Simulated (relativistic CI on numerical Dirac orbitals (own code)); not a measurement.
**One change at a time: Te17+**

Base calculation: Dirac-Coulomb-Breit CI, separate exchange-only KLI orbitals for each configuration, model QED, unscaled Slater integrals.

Configurations in the expansion (outside the closed core [Ar] 3d10): 4s2.4p5, 4s.4p6, 4s2.4p4.4d, 4s.4p5.4d, 4s2.4p4.4f, 4s.4p5.4f, 4p6.4d, 4s.4p4.4d2, 4s2.4p3.4d.4f, 4s2.4p4.5s, 4p6.4f, 4s2.4p4.5p, 4p6.5s, 4s.4p4.4d.5s, 4s.4p5.5s, 4s2.4p4.5d, 4p5.4d.4f, 4s2.4p3.4f.5s, 4s.4p5.5p, 4s2.4p4.5f, 4s.4p4.4f2, 4s2.4p4.6s, 4s2.4p4.5g, 4s.4p5.5d, 4s2.4p4.6p, 4s2.4p4.6d, 4s.4p4.5s2, 4s2.4p3.4d2, 4s2.4p2.4d3, 4s.4p3.4d3, 4s2.4p2.4d2.4f, 4s.4p3.4d2.4f, 4s2.4p2.4d2.5s, 4p5.4d2, 4p4.4d3, 4p4.4d2.4f, 4p4.4d2.5s, 4p5.4d.5s, 4p4.4d.4f.5s, 4p4.4d.5s2, 4s2.4p3.5s2, 4s2.4p2.4d.5s2, 4s.4p3.4d.5s2, 4s2.4p2.4f.5s2, 4s.4p3.4f.5s2. Double excitations out of closed p, d and f shells are left out; levels of such configurations are missing from the list, as are those of other unlisted configurations, and high levels can miss mixing partners. These lack a partner that the ground configuration has and come out too high: 4s2.4p4.5p, 4s.4p5.5s, 4s2.4p4.5d, 4s.4p5.5p, 4s2.4p4.5f.

The lowest level and the first level of each name with at least 55 % of one term (blank where a level has no safe partner in the second run):

```csv
Level,Base (cm⁻¹),Shift (cm⁻¹)
4s2.4p5 2P°_3/2,0,0
4s2.4p5 2P°_1/2,99458,+1357
4s.4p6 2S_1/2,472308,+195
4s2.4p4.4d 4D_5/2,589695,+1728
4s2.4p4.4d 4D_7/2,599238,+1545
4s2.4p4.4d 4F_9/2,620815,+1674
4s2.4p4.4d 4P_1/2,651827,+5666
4s2.4p4.4d 4D_1/2,670015,+3685
4s2.4p4.4d 2G_7/2,718296,+5270
4s2.4p4.4d 2G_9/2,733266,+4212
4s2.4p4.4d 2S_1/2,810969,+24565
4s.4p5.4d 4P°_1/2,1048031,
4s.4p5.4d 4P°_3/2,1058771,
4s.4p5.4d 4F°_7/2,1084135,
4s.4p5.4d 4F°_9/2,1084920,
4s.4p5.4d 2P°_1/2,1178776,
4s2.4p3.4d2 6F°_1/2,1221332,
4s2.4p3.4d2 6F°_9/2,1229501,
4s2.4p3.4d2 6F°_11/2,1237231,
```

At this charge energies of transitions that change n are usually good to better than 1 %, and those within a shell (Δn = 0) to a few per cent.

One thing was changed in a second run, which moved the levels as shown. Which?
A. Breit term removed
B. only the first 3 configurations
C. QED terms removed

B. Only the first 3 configurations. With fewer configurations the levels that remain lose their mixing partners.

LS names give the leading component of a level, which can be under half, so a name can repeat, a term be missing and a line seem to break the LS rules.
